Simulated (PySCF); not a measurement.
Computed with TPSSh-D3(BJ)/def2-TZVP // B3LYP-D3(BJ)/def2-SVP (PySCF 2.14.0). Isolated molecules, 0 K electronic values unless said otherwise. One relaxed conformer stands for a flexible species; it need not be the lowest. Excitations are Tamm–Dancoff values on a coarser integration grid. The basis has no diffuse functions, so Rydberg states are missing or too high.

Reference species (SMILES): `Bc1cc2ccsc2cc1C=C` (neutral, multiplicity 1).

```json
{
 "S1 excitation (TDA)": "3.49 eV",
 "HOMO": "-5.81 eV"
}
```

Changed species: `Bc1cc(C=C)cc2ccsc12`.

Q: Predict the effect on the S1 excitation (TDA) and HOMO.

A: the S1 excitation (TDA) falls by 0.18 eV, to 3.31 eV; the HOMO drops by 0.10 eV, to -5.91 eV.
